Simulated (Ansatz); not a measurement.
Input file for Ansatz (a quantum-chemistry and plane-wave program): U-CCSD(T)/cc-pVDZ on O2 (SMILES O=O).

Ansatz 0.2 input:
```yaml
crystal:
  periodic: [false, false, false]
  atoms:
    - {symbol: O, position_ang: [-0.00000000, 0.00000000, 0.60213195]}
    - {symbol: O, position_ang: [0.00000000, -0.00000000, -0.60213195]}
basis:
  gaussian:
    orbitals: cc-pVDZ
magnetization: {spin_polarized: true, initial_magnetization: 2}
correlation: {method: ccsd_t, electrons: outside_noble_gas}
scf: {omitted_lower_state_checks: [cluster_reference]}
```

Question: Predict the final total energy.

Answer: -149.9856 hartree (reference determinant -149.6283, T1 diagnostic 0.014).
